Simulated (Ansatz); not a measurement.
## Energy profile

The step: CH₅GaS ([CH3][GaH][SH]) → CH₃GaS ([CH3][Ga][S]) + H₂; bonds formed: H2–H4; bonds broken: Ga1–H2, S3–H4 (atoms numbered as in the saddle structure below).

| atom | x (Å) | y (Å) | z (Å) |
| --- | --- | --- | --- |
| Ga1 | 0.3140 | -0.5179 | 0.1817 |
| H2 | -0.1128 | -1.3336 | -1.4061 |
| S3 | 1.3227 | -2.3084 | 0.6533 |
| H4 | 0.4509 | -1.9975 | -0.8454 |
| C5 | -0.3921 | 1.2843 | 0.3357 |
| H6 | -0.1085 | 1.7140 | 1.2967 |
| H7 | -1.4796 | 1.2576 | 0.2551 |
| H8 | 0.0056 | 1.9015 | -0.4710 |

Electronic energies by CCSD(T) at an estimated basis limit (MP2 extrapolated from triple and quadruple zeta, plus CCSD(T) − MP2 in triple zeta), on PBE0-D4/def2-TZVP structures; CH₅GaS, singlet; no counterpoise correction. Computed with Ansatz 0.2.0 (basis: def2-TZVPP and def2-QZVPP); correlated methods freeze the cores. Filled d shells of the heavier atoms are correlated. The def2 sets are not built for correlating such inner shells, so the correlated values are less sure here. Extrapolation: Hartree–Fock as exp(−7.88 √X), correlation as X^−2.97.

Question: Give the profile in kJ/mol, counted from the start structure. (An estimate is asked for; the value comes from the calculation.)

Answer: The calculation gives:
```tsv
point	kJ/mol
start structure	0.0
saddle	200.2
end structure	73.8
separated: CH₃GaS (linked as [CH3][Ga][S]; Ga1, S3, C5, H6, H7, H8; singlet) + H₂ (H2, H4; singlet)	77.2
```

No T1 diagnostic of these runs exceeds 0.017.

For scale, one of the runs: CCSD(T)/def2-TZVPP, 191 basis functions (an equivalent command: `ansatz run in.yaml --threads 4`). The run took 40 s on 4 CPU threads (shared host), with 2 GiB of host memory at its peak.
